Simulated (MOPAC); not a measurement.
MOPAC input (PM7):

```
PM7 FORCE THERMO(298,298) PRECISE LET UHF MS=0.5 GEO-OK AUX(PRECISION=9) THREADS=1
CBF2O

O    -2.10275817 1    0.33471392 1    0.37133560 1
C    -0.98307943 1    0.15645786 1    0.17361567 1
B     0.46361098 1   -0.07379806 1   -0.08187075 1
F     1.23738233 1    0.87409689 1   -0.57947297 1
F     1.03535084 1   -1.23584460 1    0.17811314 1
```

Output:

```
 *******************************************************************************
 **                                                                           **
 **                              MOPAC v23.2.5                                **
 **                                                                           **
 *******************************************************************************
 ** MOPAC's Digital Object Identifier: https://doi.org/10.5281/zenodo.6511958 **
 **                                                                           **
 ** Please cite the open-source release paper for use of this MOPAC version:  **
 ** J. E. Moussa and J. J. P. Stewart (2026)                                  **
 ** MOPAC: An open-source semiempirical molecular orbital program             **
 ** J. Open Source Softw., 11(119), 8025, https://doi.org/10.21105/joss.08025 **
 *******************************************************************************

                              PM7 CALCULATION RESULTS

 *******************************************************************************
 *  PM7        - The PM7 Hamiltonian to be used
 *  GEO-OK     - OVERRIDE INTERATOMIC DISTANCE AND OTHER SAFETY CHECKS
 *  UHF        - UNRESTRICTED HARTREE-FOCK CALCULATION
 *  MS=        - IN MECI, MAGNETIC COMPONENT OF SPIN =  0.5
 *  LET        - OVERRIDE SOME SAFETY CHECKS
 *  PRECISE    - TIGHTER CRITERIA TO BE USED
 *  FORCE      - FORCE CALCULATION SPECIFIED
 *  AUX        - OUTPUT AUXILIARY INFORMATION
 *  THERMO     - THERMODYNAMIC QUANTITIES TO BE CALCULATED
 *******************************************************************************
PM7 FORCE THERMO(298,298) PRECISE LET UHF MS=0.5 GEO-OK AUX(PRECISION=9) THREADS=1
 CBF2O

   ATOM   CHEMICAL          X               Y               Z
  NUMBER   SYMBOL      (ANGSTROMS)     (ANGSTROMS)     (ANGSTROMS)

     1       O         -2.10275817  *   0.33471392  *   0.37133560  *
     2       C         -0.98307943  *   0.15645786  *   0.17361567  *
     3       B          0.46361098  *  -0.07379806  *  -0.08187075  *
     4       F          1.23738233  *   0.87409689  *  -0.57947297  *
     5       F          1.03535084  *  -1.23584460  *   0.17811314  *

          CARTESIAN COORDINATES

    NO.       ATOM           X           Y           Z

     1         O         -2.1028      0.3347      0.3713
     2         C         -0.9831      0.1565      0.1736
     3         B          0.4636     -0.0738     -0.0819
     4         F          1.2374      0.8741     -0.5795
     5         F          1.0354     -1.2358      0.1781

 General Reference for PM7:
 "Optimization of Parameters for Semiempirical Methods VI: More Modifications to the
 NDDO Approximations and Re-optimization of Parameters", J. J. P. Stewart, J. Mol. Mod., 1:32, 19 (2013)
 https://link.springer.com/article/10.1007/s00894-012-1667-x

           Empirical Formula: C O B F2  =     5 atoms

      MOLECULAR POINT GROUP   :   C2v

          UHF CALCULATION, NO. OF ALPHA ELECTRONS =   14
                           NO. OF BETA  ELECTRONS =   13

[...]
 TRANSITION DIPOLE   1.9035         B 3 -- F 4         +32.8% ( 87.8%)      0.0%
 TRAVEL (Ang.)       0.1441         B 3 -- F 5         +32.8% ( 87.8%)      0.0%
 REDUCED MASS        7.4333         O 1 -- C 2          +0.6% ( 12.1%)      0.0%
 EFFECTIVE MASS     11.6807
 FORCE CONSTANT      0.8369

 VIBRATION          5    2B2         ATOM PAIR     ENERGY CONTRIBUTION    RADIAL
 FREQUENCY           530.80         C 2 -- B 3         +47.8% ( 89.3%)      0.0%
 TRANSITION DIPOLE   0.2907         O 1 -- C 2         +37.3% ( 78.9%)      0.0%
 TRAVEL (Ang.)       0.1395         B 3 -- F 5          +7.5% ( 35.3%)     16.6%
 REDUCED MASS        6.5260         B 3 -- F 4          +7.5% ( 35.3%)     16.6%
 EFFECTIVE MASS     13.6752
 FORCE CONSTANT      1.0833

 VIBRATION          6    2A1         ATOM PAIR     ENERGY CONTRIBUTION    RADIAL
 FREQUENCY           715.69         C 2 -- B 3         +53.9% ( 96.2%)    100.0%
 TRANSITION DIPOLE   0.3320         B 3 -- F 4         +16.9% ( 53.9%)     81.4%
 TRAVEL (Ang.)       0.1440         B 3 -- F 5         +16.9% ( 53.9%)     81.4%
 REDUCED MASS        4.5409         O 1 -- C 2         +12.3% ( 46.0%)    100.0%
 EFFECTIVE MASS     17.4648
 FORCE CONSTANT      1.3704

 VIBRATION          7    3A1         ATOM PAIR     ENERGY CONTRIBUTION    RADIAL
 FREQUENCY          1255.87         B 3 -- F 5         +34.3% ( 86.4%)     50.3%
 TRANSITION DIPOLE   5.1070         B 3 -- F 4         +34.3% ( 86.4%)     50.3%
 TRAVEL (Ang.)       0.0927         C 2 -- B 3         +28.8% ( 79.1%)    100.0%
 REDUCED MASS        6.2473         O 1 -- C 2          +2.6% ( 23.6%)    100.0%
 EFFECTIVE MASS     12.6250
 FORCE CONSTANT      5.8054

 VIBRATION          8    3B2         ATOM PAIR     ENERGY CONTRIBUTION    RADIAL
 FREQUENCY          1334.95         B 3 -- F 5         +37.0% ( 87.7%)     85.6%
 TRANSITION DIPOLE   3.9813         B 3 -- F 4         +37.0% ( 87.7%)     85.6%
 TRAVEL (Ang.)       0.0887         C 2 -- B 3         +26.0% ( 73.5%)      0.0%
 REDUCED MASS        6.4257
 EFFECTIVE MASS     12.8041
 FORCE CONSTANT      6.7468

 VIBRATION          9    4A1         ATOM PAIR     ENERGY CONTRIBUTION    RADIAL
 FREQUENCY          2149.50         O 1 -- C 2         +67.4% ( 98.4%)    100.0%
 TRANSITION DIPOLE   4.2660         C 2 -- B 3         +31.8% ( 67.6%)    100.0%
 TRAVEL (Ang.)       0.0679         B 3 -- F 4          +0.4% (  7.2%)     32.6%
 REDUCED MASS        6.8049         B 3 -- F 5          +0.4% (  7.2%)     32.6%
 EFFECTIVE MASS     13.2771
 FORCE CONSTANT     18.5244

      SYMMETRY NUMBER FOR POINT-GROUP C2v =  2

          SYSTEM IS A GROUND STATE

 CBF2O

          MOLECULE IS NOT LINEAR

          THERE ARE  9 GENUINE VIBRATIONS IN THIS SYSTEM
          THIS THERMODYNAMICS CALCULATION IS LIMITED TO
          MOLECULES WHICH HAVE NO INTERNAL ROTATIONS

                    CALCULATED THERMODYNAMIC PROPERTIES
                                          *
   TEMP. (K)   PARTITION FUNCTION   H.O.F.    ENTHALPY  HEAT CAPACITY ENTROPY
                                   KCAL/MOL   CAL/MOLE    CAL/K/MOL  CAL/K/MOL

 298.00  VIB.     0.4665D+01                  1356.9694     9.0136     7.6141
         ROT.     0.4329D+05                   888.2803     2.9808    24.1956
         INT.     0.2020D+06                  2245.2497    11.9944    31.8097
         TRA.     0.6509D+27                  1480.4672     4.9680    38.9296
         TOT.                     -194.939    3725.7168    16.9624    70.7393

   *: NOTE: HEATS OF FORMATION ARE RELATIVE TO THE
            ELEMENTS IN THEIR STANDARD STATE AT 298K
              (=  Standard Enthalpy of Formation).

            Hvib:  Zero-point energy is not included.
                   frequencies of less than zero cm-1 are not included.
            Hrot = (3/2)RT
            Htra = (3/2)RT + pV = (5/2)RT

            Heat capacity is Cp, not Cv

          For more information, see: HTTP://OpenMOPAC.net/Manual/thermochemistry.html

           FORCE CONSTANT IN CARTESIAN COORDINATES (Millidynes/A)

    ATOM   CHEMICAL       X               Y               Z
   NUMBER   SYMBOL  FORCE CONSTANT  FORCE CONSTANT  FORCE CONSTANT

      1       O       17.099486        0.258499        0.088919
      2       C       21.530843        1.454036        0.280906
      3       B        8.113085        8.344797        1.003416
      4       F        2.220614        4.716358        0.128786
      5       F        2.220360        4.716612        0.128786

 **********************
 *                    *
 * JOB ENDED NORMALLY *
 *                    *
 **********************

 == MOPAC DONE ==
```
